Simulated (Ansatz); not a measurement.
System: CF2, charge 0, triplet. This triplet is an excited state, 2.5 eV above the singlet at CCSD(T)/cc-pV5Z (Ansatz, a program for electronic structure). CF2 (SMILES F[C]F, triplet).
B3LYP-D3(BJ)/def2-TZVP minimum from Ansatz:
```xyz
3

F     -1.1297    -0.2200     0.0141
C     -0.0234     0.4961     0.0204
F      1.1453    -0.1107    -0.0277
```
Charge 0, spin multiplicity 3.

Total energies in cc-pVDZ, 18 correlated electrons, 3 frozen orbitals. UHF or UKS for unpaired electrons; spin-orbit terms are left out. Cores are frozen in correlated methods. No relativity.

```csv
method,program,energy (Eh),minus CCSDT(Q) (mEh)
HF,Ansatz,-236.62136,476.33
MP2,Ansatz,-237.07425,23.43
CCSD,Ansatz,-237.08675,10.94
CCSD(T),Ansatz,-237.09592,1.77
CCSDT(Q),Ansatz,-237.09768,0.00
```

Rough core times of Ansatz's runs on a shared machine: CCSD(T) under 20 s, CCSDT(Q) 90 s.
